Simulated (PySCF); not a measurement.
PySCF 2.14 output of an unrestricted PBE0 calculation on a single atom or ion in x2c-TZVPPall, with the spin-free X2C one-electron Hamiltonian (Gaussian nucleus):

```
SCF conv_tol = 1e-09
number electrons alpha = 32  beta = 27
    C. Adamo and V. Barone.,  J. Chem. Phys. 110, 6158 (1999)
    M. Ernzerhof and G. E. Scuseria.,  J. Chem. Phys. 110, 5029 (1999)
cycle= 1 E= -9236.13544902181  delta_E= -0.0165  |g|= 0.0403  |ddm|= 0.451
cycle= 2 E= -9236.13567334351  delta_E= -0.000224  |g|= 0.0297  |ddm|= 0.101
cycle= 3 E= -9236.13579522362  delta_E= -0.000122  |g|= 0.00705  |ddm|= 0.0252
cycle= 4 E= -9236.13581487777  delta_E= -1.97e-05  |g|= 0.000999  |ddm|= 0.0152
cycle= 5 E= -9236.13582090179  delta_E= -6.02e-06  |g|= 0.000603  |ddm|= 0.00768
cycle= 6 E= -9236.13582492536  delta_E= -4.02e-06  |g|= 0.000347  |ddm|= 0.00908
cycle= 7 E= -9236.13582572745  delta_E= -8.02e-07  |g|= 0.000231  |ddm|= 0.00258
cycle= 8 E= -9236.13582652282  delta_E= -7.95e-07  |g|= 8.88e-05  |ddm|= 0.00285
cycle= 9 E= -9236.13582659242  delta_E= -6.96e-08  |g|= 1.39e-05  |ddm|= 0.001
cycle= 10 E= -9236.13582659391  delta_E= -1.5e-09  |g|= 2.02e-06  |ddm|= 0.000162
cycle= 11 E= -9236.13582659392  delta_E= -9.09e-12  |g|= 4.98e-07  |ddm|= 1.55e-05
converged SCF energy = -9236.13582659392  <S^2> = 8.7508629  2S+1 = 6.0002876
```

The run itself started from symmetry-adapted Hartree-Fock orbitals and held the occupation by maximum overlap, on a logarithmic radial grid, so the iterations belong to that start.

Problem. Which element, charge and spin multiplicity is this?

Solution. Pr (praseodymium, neutral), multiplicity 6; the state was [Xe] 4f3 6s1 6p1, one real determinant (an excited configuration).

⟨L²⟩ = 36.04 against 56 for a pure K term, so this real determinant mixes terms. Spin-orbit coupling, absent here, splits the open shell strongly.
